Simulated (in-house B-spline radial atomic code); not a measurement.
**TDHF excitations of Al⁺**

Method: TDHF. Computed with a B-spline radial code for spherical atoms: linear response of the closed shell [Ne] 3s2 with bare exchange (time-dependent Hartree-Fock); non-relativistic, point nucleus, no spin-orbit coupling, no double excitations, S, P, D and F terms only.

Command:
```bash
python run_td.py task.json out
```
Settings (radii: box in bohr, nucleus in fm):
```
Z                        13
electrons                12
configuration            [Ne] 3s2
hamiltonian              nr
method                   hf
box_radius               41.61
intervals                54
```

Run time, properties included: 0.4 s on 1 thread of Arm Neoverse N1, with other jobs on the host.

The lowest states, in the order of their Tamm-Dancoff energies; the method's threshold (minus the highest occupied level) is 17.750 eV. Labels give the largest channel, * marks a mixed state, and oscillator strengths are full-response dipole values. Measured ¹D terms are left out, since they can mix with doubly excited terms. Energies in eV:

```json
{"state": "3s → 3p 3P", "full response": "2.893", "Tamm-Dancoff": "3.603", "oscillator strength": "-", "measured (J-weighted term)": "4.651"}
{"state": "3s → 3p 1P", "full response": "7.114", "Tamm-Dancoff": "7.394", "oscillator strength": "1.78", "measured (J-weighted term)": "7.421"}
{"state": "3s → 4s 3S", "full response": "10.326", "Tamm-Dancoff": "10.348", "oscillator strength": "-", "measured (J-weighted term)": "11.317"}
{"state": "3s → 3d 3D", "full response": "10.865", "Tamm-Dancoff": "10.886", "oscillator strength": "-", "measured (J-weighted term)": "11.847"}
{"state": "3s → 4s 1S", "full response": "11.106", "Tamm-Dancoff": "11.120", "oscillator strength": "-", "measured (J-weighted term)": "11.822"}
{"state": "3s → 3d 1D", "full response": "11.677", "Tamm-Dancoff": "11.689", "oscillator strength": "-", "measured (J-weighted term)": "-"}
{"state": "3s → 4p 3P", "full response": "12.081", "Tamm-Dancoff": "12.100", "oscillator strength": "-", "measured (J-weighted term)": "13.075"}
{"state": "3s → 4p 1P", "full response": "12.487", "Tamm-Dancoff": "12.524", "oscillator strength": "0.00418", "measured (J-weighted term)": "13.257"}
{"state": "3s → 5s 3S", "full response": "?", "Tamm-Dancoff": "?", "oscillator strength": "-", "measured (J-weighted term)": "?"}
{"state": "3s → 4d 3D", "full response": "14.026", "Tamm-Dancoff": "14.031", "oscillator strength": "-", "measured (J-weighted term)": "15.062"}
{"state": "3s → 5s 1S", "full response": "14.095", "Tamm-Dancoff": "14.100", "oscillator strength": "-", "measured (J-weighted term)": "15.048"}
{"state": "3s → 4d 1D", "full response": "14.288", "Tamm-Dancoff": "14.293", "oscillator strength": "-", "measured (J-weighted term)": "-"}
{"state": "3s → 4f 3F", "full response": "14.325", "Tamm-Dancoff": "14.325", "oscillator strength": "-", "measured (J-weighted term)": "15.302"}
{"state": "3s → 4f 1F", "full response": "?", "Tamm-Dancoff": "?", "oscillator strength": "-", "measured (J-weighted term)": "?"}
{"state": "3s → 5p 3P", "full response": "14.545", "Tamm-Dancoff": "14.550", "oscillator strength": "-", "measured (J-weighted term)": "-"}
{"state": "3s → 5p 1P", "full response": "14.685", "Tamm-Dancoff": "14.697", "oscillator strength": "0.000139", "measured (J-weighted term)": "-"}
```

(1) Where does 3s → 4f 1F lie?

(2) Where does 3s → 5s 3S lie?

(3) How large is the singlet-triplet splitting of 3s → 3p (P terms) in Tamm-Dancoff?

(4) What polarisabilities and dispersion coefficient does the method give?

Answers

(1) At 14.354 eV in full response, 14.354 eV in Tamm-Dancoff; measured 15.308 eV.

(2) At 13.861 eV in full response, 13.867 eV in Tamm-Dancoff; measured 14.890 eV.

(3) 3.79 eV, from the unrounded values.

(4) Dipole 26.44 bohr³, quadrupole 130.3 bohr⁵, C6 140.5 hartree·bohr⁶ for two such species.
